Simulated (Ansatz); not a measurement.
Job for Ansatz (a program for electronic structure): R-wB97M-V/def2-TZVPP on GeH2IN (SMILES [NH2][Ge][I]), a point of a torsion scan. Elements past Kr take the def2 small-core potentials; no spin–orbit coupling.

Ansatz 0.2 input:
```yaml
crystal:
  periodic: [false, false, false]
  atoms:
    - {symbol: N, position_ang: [-0.76970167, -0.04290885, 0.04821385]}
    - {symbol: Ge, position_ang: [0.79372897, -0.79691996, -0.49340245]}
    - {symbol: I, position_ang: [-0.01398194, -3.24241597, -0.61720756]}
    - {symbol: H, position_ang: [-1.01247375, 0.90618534, -0.19299416]}
    - {symbol: H, position_ang: [-1.61739739, -0.53020680, 0.30714816]}
basis:
  gaussian:
    orbitals: def2-TZVPP
hamiltonian:
  xc: {name: wB97M-V}
scf: {lower_state_search: off}
```

The head of its log:

```
WARN ansatz: RAYON_NUM_THREADS=1 ignored (pool sized by the plan → 1); use --threads N
Functional definition: wB97M-V
these checks for a lower state are left out or cut short: stability, starts, cluster_reference, orbital_swaps, neighbouring_geometries, increment
integrals: 0.11 GiB planned
1048 factors; their error is unknown
integrals: 0.14 GiB planned
205 factors; integrals over basis functions are off by at most 8.4e-5 eV
mean field: 0.92 GiB planned
mean field evaluation 1: about -66134.4623 eV, gradient 5.3e1 eV
mean field evaluation 2: about -66131.1858 eV, gradient 6.5e1 eV
```

Question: Predict the final total energy.

Answer: -2430.6004 hartree.
